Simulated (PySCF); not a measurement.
CH₅F₂NSi, SMILES N[SiH2]C(F)F. Atoms are numbered in the order given.

```xyz
10

N     -1.9582    -0.5815     0.5114
Si    -0.8052     0.6540     0.1545
C      0.9123    -0.1903     0.1623
F      0.8899    -1.2034    -0.7668
F      1.8847     0.6971    -0.2048
H     -2.8467    -0.3562     0.9444
H     -2.0384    -1.3912    -0.0953
H     -0.9185     1.3180    -1.1785
H     -0.8712     1.6818     1.2294
H      1.2107    -0.6392     1.1281
```

Geometry: ωB97X-D3(BJ)/def2-SVP. The structure was generated by enumeration, and PubChem lists no compound with its InChIKey, so it may never have been made. One conformer was computed; it need not be the lowest.

Two levels are set side by side: PBE/pcSseg-1 (PySCF) and B3LYP/pcSseg-1 (PySCF). GIAO shifts against CFCl3 (¹⁹F), NH3 (¹⁵N), TMS (²⁹Si), TMS (¹H), TMS (¹³C) at the same level; non-relativistic, no solvent, atoms listed together averaged. Differences are taken from unrounded values.

```tsv
quantity	B3LYP
δ(¹⁵N) of N1 (ppm)	4.9
δ(²⁹Si) of Si2 (ppm)	-43.3
δ(¹³C) of C3 (ppm)	129.9
δ(¹H) of H10 (ppm)	6.42
```

### Question
What does PBE give, and how far is it from B3LYP? (An estimate is asked for; the answer gives what the named calculation found.)

### Answer

```tsv
quantity	PBE	PBE minus B3LYP
δ(¹⁵N) of N1 (ppm)	6.2	1.3
δ(²⁹Si) of Si2 (ppm)	-43.3	0.0
δ(¹³C) of C3 (ppm)	132.7	2.8
δ(¹H) of H10 (ppm)	6.67	0.25
```

Rough cost on one machine, each run with all the roots and properties that it gave: B3LYP against PBE within a factor of 2.
